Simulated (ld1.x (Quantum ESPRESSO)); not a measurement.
Transferability test, PAW potential for gallium

ld1.x (Quantum ESPRESSO) 7.5 input, shortened:

```
&input
   title='Ga', zed=31., rel=1, dft='PBE', iswitch=3,
   config='[Ar] 3d10 4s1 4p2'
 /
 &inputp
   pseudotype=3, lpaw=.true., tm=.true., lloc=-1, rcloc=1.90,
   nlcc=.false.,
   which_augfun='BESSEL', rmatch_augfun=0.50
 /
6
4S  1  0   1.00   0.00  1.55  2.10  0.0
4S  1  0   0.00  -0.25  1.55  2.10  0.0
4P  2  1   2.00   0.00  1.50  1.80  0.0
4P  2  1   0.00   4.50  1.50  1.80  0.0
3D  3  2  10.00   0.00  0.60  0.70  0.0
3D  3  2   0.00   0.60  0.60  0.70  0.0
 &test
   configts(1)='3d10 4s1 4p2'
 /
```

Energies are relative to the spin-unpolarised reference configuration 3d10 4s1 4p2; without spin polarisation the order of configurations can differ from experiment. The frozen-core shift is the all-electron ΔE with the core orbitals held at their reference shape minus the fully relaxed ΔE.

```tsv
valence configuration	charge	ΔE all-electron (eV)	error AE − PS (meV)	frozen-core shift (meV)
3d10 4s2 4p1	0	-6.538	+4.6	-0.2
3d10 4s2 4p0	+1	-0.850	+6.6	+0.3
3d10 4s1 4p0	+2	20.278	+0.4	+2.7
3d10 4s0 4p3	0	6.833	-0.3	+0.9
3d10 4s2 4p1.3	-0.3	-7.072	+4.2	-0.3
```

(1) What are ΔE and the potential's error for 3d10 4s2 4p0.5?

(2) What are ΔE and the potential's error for 3d9 4s2 4p2?

Levels in the configuration 3d10 4s2 4p1.3:

| level | all-electron (eV) | pseudo (eV) |
| --- | --- | --- |
| 3d | -17.236 | -17.214 |
| 4s | -7.153 | -7.161 |
| 4p | -1.022 | -1.021 |

Answers

(1) ΔE = -4.507 eV all-electron; the error (AE − PS) is +5.6 meV.

(2) ΔE = 13.777 eV all-electron; the error (AE − PS) is -82 meV.

A variational frozen-core shift is positive and of second order in the change. This column holds negative values, so the frozen-core run of ld1.x carries numerical noise or an error of first order here, and the column gives no more than the rough size of the effect.
